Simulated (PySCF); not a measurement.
A barrier at the coupled-cluster level

Start structure (AlAsH₆, closed shell), relaxed at PBE0-D4/def2-TZVP:

| atom | x (Å) | y (Å) | z (Å) |
| --- | --- | --- | --- |
| Al1 | -0.1678 | -1.1456 | -0.5926 |
| H2 | 1.2010 | -1.3234 | -1.3861 |
| H3 | -1.4639 | -0.6813 | -1.3859 |
| H4 | -0.2939 | -1.7058 | 0.8875 |
| H5 | 0.7897 | 0.8170 | -0.4637 |
| As6 | 0.2802 | 1.8356 | 0.5769 |
| H7 | -1.1104 | 1.2206 | 0.6280 |
| H8 | 0.7703 | 0.9867 | 1.7384 |

The step: AlH₃ + AsH₃ → AlAsH₄ ([AlH2][AsH2]) + H₂; bonds formed: Al1–As6, H2–H5; bonds broken: Al1–H2, H5–As6. Program: PySCF 2.14 with density fitting (its default auxiliary sets; JK sets also for MP2 and CCSD(T)). Basis: def2-TZVPP and def2-QZVPP. Cores are frozen in the correlated methods. Filled d shells of the heavier atoms are correlated. The def2 sets are not built for correlating such inner shells, so the correlated values are less sure here. Extrapolation: Hartree–Fock as exp(−7.88 √X), correlation as X^−2.97. Energies below are by CCSD(T) at an estimated basis limit (MP2 extrapolated from triple and quadruple zeta, plus CCSD(T) − MP2 in triple zeta).

(1) What are the electronic barrier and the energy of the step, from the start structure to the end structure? (To be estimated.)

No T1 diagnostic of these runs exceeds 0.012. The end structure is not quite a true minimum (one mode of 68i cm⁻¹).

Answers

(1) Computed: Barrier 0.794 eV; step energy -0.406 eV (downhill); reverse barrier, their difference, 1.201 eV. Barrier and step energy count from the start structure, the reverse barrier from the end structure.

The saddle point: One imaginary mode of 1056i cm⁻¹.
```tsv
pair	start (Å)	saddle (Å)	end (Å)
Al1–As6	3.23	2.74	2.44
H2–H5	2.37	1.12	0.76
Al1–H2	1.59	1.70	2.24
H5–As6	1.54	1.87	3.14
```

Zero-point energy (harmonic, PBE0-D4): ZPE is 1.167 eV at the start and 1.143 eV at the saddle, so the barrier goes from 0.794 to 0.770 eV.

Labels in which every atom is bracketed show which atoms are joined, not bond orders.

For scale, one of the runs: CCSD(T)/def2-TZVPP, 174 basis functions, launched by `OMP_NUM_THREADS=4 python run.py`. The run took 3 min on 4 CPU threads of an Arm Neoverse V2 (shared host), with 1.6 GiB of host memory at its peak.
